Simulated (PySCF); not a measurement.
**Computed properties of B(H)(F)(NMe2) (C2H7BFN), SMILES FBN(C)C**

C2H7BFN, SMILES N(BF)(C)C. Geometry optimised at B3LYP-D3(BJ)/def2-SVP. This is a generated structure with no PubChem entry under its InChIKey; it may be hypothetical. Other conformers were not sampled. All values are computed for the isolated molecule unless a solvent is named; none is compared with measurement here.

**Structure.** The optimised structure has Cs symmetry. All 30 harmonic modes at B3LYP-D3(BJ)/def2-SVP (PySCF) are real, so it is a minimum. With heavy atoms numbered as in [BH:1]([F:3])[N:4]([CH3:5])[CH3:6], the shortest bond between them is B1–F3 at 1.343 Å and the longest N4–C5 at 1.451 Å.

**Vibrations.** The strongest infrared lines (harmonic, unscaled, degenerate partners summed) lie at 1575 cm⁻¹ (251 km/mol, N 37 %, H 32 %, B 29 %), 2621 cm⁻¹ (152 km/mol, H 91 %, B 9 %), 1301 cm⁻¹ (129 km/mol, N 33 %, B 25 %, H 24 %, C 10 %). The softest mode is at 170 cm⁻¹ and the zero-point energy is 62.0 kcal/mol.

**Electronic structure.** r2SCAN/def2-TZVP (PySCF) places the frontier levels at -6.24 and 0.24 eV, a gap of 6.48 eV, and gives a dipole moment of 2.34 D and a mean polarisability of 49.0 bohr³. PBE/def2-TZVP (PySCF) at the same geometry gives -6.02 and -0.16 eV, so its gap is 0.62 eV narrower. An orbital gap is neither the optical nor the fundamental gap.

**Excitations.** TDA-M06-2X/def2-SVPD (PySCF) has S1 at 6.93 eV (179 nm, f = 0.006, weak); the most intense of the 10 singlets computed lies at 7.63 eV (f = 0.31). T1 (TDA) is at 5.91 eV, 1.02 eV under S1. TDA-PBE/def2-SVPD (PySCF) puts S1 at 6.03 eV. No vertical singlet excitation falls in the visible range (under 3.1 eV).

**NMR.** GIAO shifts at B3LYP/pcSseg-1 (PySCF) (non-relativistic, atoms alike by connectivity averaged): ¹³C at 40.1 ppm against TMS; ¹H from 3.0 to 4.5 ppm against TMS; ¹⁹F at -118.0 ppm against CFCl3; ¹¹B at 15.1 ppm against BF3.
